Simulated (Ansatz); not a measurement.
Species: BH$_{2}$Br, charge 0, singlet. BH2Br (bromoborane, SMILES BrB).
B3LYP-D3(BJ)/def2-TZVP minimum from Ansatz (a quantum-chemistry and plane-wave program):
```xyz
4

B     -0.8258    -1.3009     0.2414
H     -0.4243    -2.0667     1.0495
H     -1.8110    -1.4546    -0.3960
Br     0.1818     0.2864    -0.0532
```
Charge 0, spin multiplicity 1.

Total energies in hartree (Ansatz). Open shells are spin-unrestricted; no spin-orbit coupling. Correlated methods leave the cores frozen (noble-gas shells, and filled d and f shells in the p block). No relativity. For partners of very few electrons the exact lower level stands in for a higher one. Spin-orbit terms, left out, reach several kcal/mol for Br and I, and more for heavier atoms.

| species | HF/cc-pVTZ | CCSD(T)/cc-pVTZ | HF/cc-pVQZ | CCSD(T)/cc-pVQZ | CCSDT(Q)/cc-pVQZ |
|---|---|---|---|---|---|
| 1: BH2Br (SMILES BBr) | -2598.33508 | -2598.63982 | -2598.33972 | -2598.66821 | -2598.66953 |
| 2: B (doublet) | -24.53207 | -24.59810 | -24.53297 | -24.60084 | -24.60125 |
| 3: H (doublet) | -0.49981 | -0.49981 | -0.49995 | -0.49995 | -0.49995 |
| 4: Br (doublet) | -2572.44509 | -2572.60263 | -2572.44802 | -2572.62195 | -2572.62273 |

### Question
Work out the atomisation energy (electronic, to ground-state atoms) in kcal/mol: take Hartree-Fock from cc-pVQZ, extrapolate the CCSD(T) correlation energy as X^-3 (X = 3, 4), and add CCSDT(Q) - CCSD(T) in cc-pVQZ. 1 hartree = 627.51 kcal/mol.

### Answer

Species 1: correlation (64·(-0.32849) - 27·(-0.30474))/37 = -0.34582; step -0.00132; E1 = -2598.33972 + (-0.34582) + (-0.00132) = -2598.68686
Species 2: correlation (64·(-0.06787) - 27·(-0.06603))/37 = -0.06921; step -0.00041; E2 = -24.53297 + (-0.06921) + (-0.00041) = -24.60259
Species 3: correlation (64·(0.00000) - 27·(0.00000))/37 = 0.00000; step +0.00000; E3 = -0.49995 + (0.00000) + (+0.00000) = -0.49995
Species 4: correlation (64·(-0.17393) - 27·(-0.15754))/37 = -0.18589; step -0.00078; E4 = -2572.44802 + (-0.18589) + (-0.00078) = -2572.63469
-1·E1 +1·E2 +2·E3 +1·E4 = 0.44968 hartree = 282.2 kcal/mol.
